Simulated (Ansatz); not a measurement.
A run for Ansatz (a first-principles code): U-CAM-B3LYP/def2-TZVPP on SnW, 2S+1 = 5, a spin state set in the input, which need not be the lowest, a point of a bond scan (R = 2.654 Å). Elements past Kr take the def2 small-core potentials; no spin–orbit coupling.

Ansatz 0.2 input:
```yaml
crystal:
  periodic: [false, false, false]
  atoms:
    - {symbol: W, position_ang: [0.00000000, 0.00000000, 0.00000000]}
    - {symbol: Sn, position_ang: [0.00000000, 0.00000000, 2.65350300]}
basis:
  gaussian:
    orbitals: def2-TZVPP
    pivot_positions_ang: [[0.00000000, 0.00000000, 0.00000000], [0.00000000, 0.00000000, 2.65350300]]
hamiltonian:
  xc: {name: CAM-B3LYP}
magnetization: {spin_polarized: true, initial_magnetization: 4}
output: {forces: true, orbitals: {seedname: ./end}}
```

Task: What total energy does the run end on?

Result: -281.1837 hartree. Its determinant has ⟨S²⟩ = 6.64, a mixture of spin states.

Task: How many basis functions does it have, and what does it roughly cost on one machine?

Result: 106 functions; roughly 40 core-seconds.
